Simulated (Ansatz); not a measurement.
Reaction (redistribution): `OB[SiH]1C[SiH2]1` + `CBC(C)C` → `CB[SiH]1C[SiH2]1` + `CC(C)BO`

Computed with Ansatz on PBE0-D4/def2-TZVP structures; ΔE is electronic, products minus reactants. CBS: MP2 limit from def2 TZ/QZ plus the TZ coupled-cluster correction, frozen cores. Functionals use def2-TZVPP. B3LYP here is the variant with VWN-RPA as its local correlation; programs differ in this. One conformer a species, not always the lowest.

```json
{"level": "B3LYP", "ΔE (kcal/mol)": "-7.0"}
{"level": "HF/def2-TZVPP", "ΔE (kcal/mol)": "2.9"}
```

**Question.** What does CCSD(T)/CBS give? (Best estimate.)

**Answer.** Computed: -10.1 kcal/mol. The listed levels differ from it by 3.1, 13.0 kcal/mol.

Largest T1 diagnostic among the species: 0.015.

From PBE to PBE0 (25 % exact exchange), in def2-TZVPP and without D4, ΔE moves by +1.7 kcal/mol. The D4 term adds −1.1 kcal/mol with B3LYP and −0.5 kcal/mol with PBE0; it sums over pairs of atoms, weighted by their polarisabilities, and B3LYP, whose exchange is more repulsive, gets the larger term. In def2-TZVPP, CCSD(T) changes the Hartree–Fock value by −13.0 kcal/mol (the triples alone add −2.3 kcal/mol) and MP2 by −15.3 kcal/mol.
